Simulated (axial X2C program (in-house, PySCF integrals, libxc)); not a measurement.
**Worked dissociation energy of SbSe⁺: B3LYP, spin-free**

All values were computed with an in-house relativistic program for diatomic molecules. Spin-free means the one-electron spin-free X2C Hamiltonian. Basis: Sb dyall-cv3z [11s12p8d4f1g], Se dyall-cv3z [8s9p6d4f1g] (cores contracted in-house); Gaussian nuclei, density fitting, unrestricted open shells. Masses: Sb 120.904 u, Se 79.917 u.

Molecular state: M_S = 0, Λ = 0 (closed shell).

```
E(Sb+) (2M_S = 2, M_L = 1) : -6480.555291 hartree
E(Se) (2M_S = 2, M_L = 0)  : -2429.940668 hartree
E(SbSe⁺) at Re             : -8910.668715 hartree
ωe                         : 372.2 cm⁻¹
ωexe                       : 0.633 cm⁻¹
```

(1) Work out De and D0.

The state is a single determinant with fixed occupations, the lowest that a limited PBE0 search found. Closed shells are restricted here (equal orbitals for both partners); the stretched side of such a curve lies too high. De is counted from the lowest determinant-based energies of the atoms at the same level, without counterpoise correction. Without a current term, density functionals place determinants with orbital angular momentum somewhat too high. Spin-free De lacks the spin–orbit lowering of the heavy p-block atom, a tenth of an eV or more for 4p and 5p, up to an eV for 6p and one to two eV for 7p atoms, less what an open-shell molecule gains itself.

Each atomic determinant is the lowest at this level and need not be a pure term. Totals compare only within one Hamiltonian and basis.

## Answers

(1) De = -6480.555291 + (-2429.940668) − (-8910.668715) = 0.17276 hartree = 4.701 eV. The zero-point energy is ωe/2 − ωexe/4 = 186 cm⁻¹ = 0.023 eV, so D0 = 4.678 eV.
